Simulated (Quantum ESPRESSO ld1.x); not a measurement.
The numbers below are computed, except where a source is named.
The aim is neutral rhenium in [Xe] 4f14 5d5 6s2. This ld1.x (Quantum ESPRESSO 7.5) run was made with `OMP_NUM_THREADS=1 ld1.x < ld1.in > ld1.out`. Can the result be used? Name any fault.

```
 &input
    zed=75.0,
    iswitch=1,
    rel=1,
    dft='PW',
    config='[Xe] 4f14 5d5 6s2 7s4',
    verbosity='high',
    prefix='ld1',
    max_out_wfc=37,
    file_charge='ld1.rho',
 /
```

Output (excerpt):

```
     Program LD1 v.7.5 starts

 %%%%%%%%%%%%%%%%%%%%%%%%%%%%%%%%%%%%%%%%%%%%%%%%%%%%%%%%%%%%%%%%%%%%%%%%%%%%%%
     Error in routine el_config (15):
     wrong occupancy:4
 %%%%%%%%%%%%%%%%%%%%%%%%%%%%%%%%%%%%%%%%%%%%%%%%%%%%%%%%%%%%%%%%%%%%%%%%%%%%%%

     stopping ...
```

Answer. No (refused). The line at issue: config='[Xe] 4f14 5d5 6s2 7s4'. The program stops in el_config with "wrong occupancy:4": an s shell holds at most 2 electrons. The sound input gives -16682.603 hartree.
